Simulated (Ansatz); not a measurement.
This geometry of CH8GeSSi (12 atoms, charge 0, multiplicity 1) is a first-order saddle point.

The calculation used RKS PBE-D4/def2-SVP in Ansatz.

```xyz
12
Properties=species:S:1:pos:R:3
Si -0.629 2.389 0.531
S -1.184 0.313 0.364
C 0.443 -0.383 -0.147
Ge 0.277 -2.346 -0.438
H -1.869 3.128 0.947
H 0.456 2.587 1.558
H -0.126 2.928 -0.784
H 0.786 0.090 -1.090
H 1.205 -0.198 0.638
H 0.660 -2.683 -1.903
H 1.239 -3.092 0.523
H -1.181 -2.788 -0.165
```

Question: Which two structures does it join? (They come from a converged band through this point; their orientation in space is the band's.)

Answer: No bond is made or broken. The dihedral S2–C3–Ge4–H12 goes from -60 to 60°. The two ends are copies of one structure, up to a mirror image or an exchange of like atoms.

First end point:

```xyz
12
Properties=species:S:1:pos:R:3
Si -0.629 2.407 0.421
S -1.204 0.394 -0.088
C 0.449 -0.411 -0.024
Ge 0.269 -2.339 -0.449
H -1.892 3.220 0.413
H 0.014 2.464 1.783
H 0.350 2.966 -0.579
H 1.139 0.052 -0.760
H 0.895 -0.310 0.987
H -0.328 -2.498 -1.869
H 1.677 -2.990 -0.393
H -0.662 -3.009 0.592
```

Last end point:

```xyz
12
Properties=species:S:1:pos:R:3
Si -0.603 2.379 0.590
S -1.081 0.278 0.610
C 0.419 -0.377 -0.232
Ge 0.274 -2.346 -0.417
H -1.757 3.079 1.250
H 0.670 2.661 1.345
H -0.430 2.887 -0.818
H 0.526 0.067 -1.244
H 1.331 -0.141 0.353
H 1.550 -2.868 -1.129
H 0.155 -2.987 0.987
H -0.978 -2.690 -1.262
```

Question: How far does it lie above each of them?

Answer: 4.8 kJ/mol above the first and 4.8 kJ/mol above the second. This is the barrier of this one path; another mechanism may lie lower.

Time of the run: 110 s on 2 threads of Arm Neoverse V1, on a shared host, peak memory 0.17 GiB.
